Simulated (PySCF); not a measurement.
Spinor energies of Ca⁺ (calcium, charge +1)

Start: [Ar] 4s1; 4s1/2 filled at m_j = +1/2. Calculated with PySCF 2.14 in x2c-SVPall-2c with one added diffuse shell of s type (6s5p2d, 31 functions): generalised Hartree-Fock with the X2C-1e Hamiltonian and a Gaussian nucleus; one run each with spin-orbit coupling (SO) switched off, then screened by Boettger's factors.

```tsv
spinor shell	electrons	ε, spin-free (eV)	ε, screened SO (eV)	weight of nominal j (screened SO)	rms radius, screened SO (bohr)
1s1/2	2	-4090.4	-4090.4	1.000	0.0889
2s1/2	2	-468.35	-468.35	1.000	0.393
2p1/2	2	-378.06	-380.64	1.000	0.360
2p3/2	4	-378.06	-376.78	1.000	0.363
3s1/2	2	-68.267	-68.266	1.000	1.24
3p1/2	2	-43.206	-43.497	0.978	1.38
3p3/2	4	-43.206	-43.062	0.989	1.38
4s1/2	1	-11.329	-11.329	1.000	4.01
```

```json
{"quantity": "E (hartree)", "spin-free": "-679.34487", "screened SO": "-679.34738"}
{"quantity": "M_J", "spin-free": "1/2", "screened SO": "1/2"}
{"quantity": "⟨J²⟩", "spin-free": "0.750", "screened SO": "0.750"}
{"quantity": "⟨L²⟩", "spin-free": "0.000", "screened SO": "0.000"}
{"quantity": "⟨S²⟩", "spin-free": "0.750", "screened SO": "0.750"}
```

Each row is a mean over spinors that exchange with the open shell spreads, by up to 0.309 eV (3s1/2).

Without spin-orbit coupling the j labels of p, d and f shells carry no meaning; the spin-free column gives the mean over the occupied spinors of each nl shell.
